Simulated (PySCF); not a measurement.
Species: C₇H₉BO₃.
Z-matrix (Å and degrees, PBE0-D3(BJ)/def2-SVP geometry), rows numbered from 1:
```
B 
O   1  1.3561
C   2  1.4129  1  120.45
C   3  1.5148  2  111.39  1   -25.49
C   4  1.5249  3  109.44  2    52.09
C   5  1.4905  4  112.92  3  -174.67
C   6  1.3623  5  132.96  4   121.84
C   7  1.4327  6  105.77  5  -179.97
C   8  1.3613  7  106.09  6     0.05
O   6  1.3508  5  116.60  4   -58.06
O   1  1.3628  2  123.09  3    -1.79
H   1  1.2046  2  118.74  3   178.27
H   3  1.1008  2  107.77  1  -147.49
H   3  1.1046  2  108.83  1    96.61
H   4  1.1029  3  110.17  2   -67.31
H   4  1.1000  3  111.06  2   173.66
H   5  1.1086  4  108.43  3    65.21
H   7  1.0864  6  125.70  5     0.45
H   8  1.0878  7  127.43  6  -179.91
H   9  1.0866  8  133.65  7  -179.95
```

Computed with PySCF at PBE0/pcSseg-1, non-relativistic, on one gas-phase PBE0-D3(BJ)/def2-SVP geometry that isn't relaxed in the solvent. The solvent is an IEF-PCM continuum (Bondi radii, 1.10 Å for H, scaled by 1.2). Only the electrostatic response of the medium enters.

Gas phase at PBE0/pcSseg-1: HOMO -6.59 eV, LUMO 0.14 eV, dipole 2.53 D.

Problem. What does the continuum do to the energy, the frontier levels and the dipole at PBE0/pcSseg-1 in chloroform?

Solution. 
```csv
solvent,ε,E(solvent) − E(gas) (kcal/mol),polarisation term (kcal/mol),distortion of the solute (kcal/mol),HOMO (eV),LUMO (eV),dipole (D)
chloroform,4.711,-4.28,-4.68,0.40,-6.57,0.17,3.07
```

The polarisation term is half the interaction of the solute with the surface charges that it induces; the rest is the cost of distorting the solute's density. The sum is the electrostatic part of solvation alone.

Problem. Which radius a makes the point-dipole formula ΔE = −[(ε − 1)/(2ε + 1)]·μ²/a³ give the value in chloroform, with the gas-phase dipole?

Solution. μ = 0.994 au and |ΔE| = 0.00682 Eh give a = 1.97 Å; the farthest nucleus lies 4.32 Å from the centroid of the nuclei, so such a sphere wouldn't even hold the nuclei. The formula assumes a rigid point dipole at the centre of a sphere.

Problem. Which Hirshfeld charges (PBE0/pcSseg-1) respond most in chloroform (means over atoms taken as equivalent)?

Solution. 
```
atoms             environment  gas (e)  solvent (e)  change
   O2      boron-bound oxygen   -0.180       -0.188  -0.008
   C7      aromatic CH carbon   -0.091       -0.099  -0.008
  H20       aromatic hydrogen   +0.064       +0.070  +0.006
  H17        methine hydrogen   +0.043       +0.049  +0.006
  O11      boron-bound oxygen   -0.166       -0.172  -0.006
  H14      methylene hydrogen   +0.044       +0.050  +0.006
  H16      methylene hydrogen   +0.052       +0.057  +0.005
   B1  three-coordinate boron   +0.209       +0.204  -0.005
  H13      methylene hydrogen   +0.051       +0.056  +0.005
  H19       aromatic hydrogen   +0.058       +0.063  +0.005
  H12            B–H hydrogen   -0.060       -0.064  -0.004
   C8      aromatic CH carbon   -0.089       -0.093  -0.004
```

Problem. How do the nuclear quadrupole coupling constants eQVzz/h respond in chloroform?

Solution. 
```
   nucleus  Q (barn)  gas (MHz)  solvent (MHz)  η gas  η solvent
 11B at B1   0.04059       3.29           3.26   0.47       0.44
 17O at O2   -0.0256      -9.35          -9.12   0.04       0.04
17O at O10   -0.0256      -8.76          -8.72   0.07       0.07
17O at O11   -0.0256      -9.55          -9.41   0.09       0.09
```
